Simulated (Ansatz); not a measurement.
Z-matrix (Å, degrees):
```
Ge
C 1 1.940
F 1 1.749 2 106.2
H 1 1.537 2 114.2 3 115.5
H 1 1.537 2 112.5 3 -115.1
Si 2 1.878 1 113.7 3 39.6
H 2 1.095 1 107.7 3 160.7
H 2 1.093 1 109.1 3 -83.1
H 6 1.487 2 109.9 1 49.8
H 6 1.483 2 110.7 1 -71.0
H 6 1.488 2 109.7 1 168.9
```

Total charge 0; spin multiplicity 1.

Problem. List the r2SCAN/def2-TZVPP orbital energies in eV (Ansatz 0.2.0). (Best estimate.)

Solution. Computed: Occupied: -10834.89, -1790.97, -1349.93, -1200.00, -1199.97, -1199.96, -665.19, -273.32, -168.18, -141.44, -117.94, -117.83, -117.82, -96.29, -96.29, -96.29, -31.75, -31.15, -31.15, -31.07, -31.07, -29.32, -18.68, -14.17, -13.33, -11.29, -10.50, -10.27, -9.98, -9.06, -8.65, -8.54, -8.24, -7.83. Lowest empty: -0.41, 0.08, 0.58, 0.96, 1.27, 1.56, 1.75, 1.95.
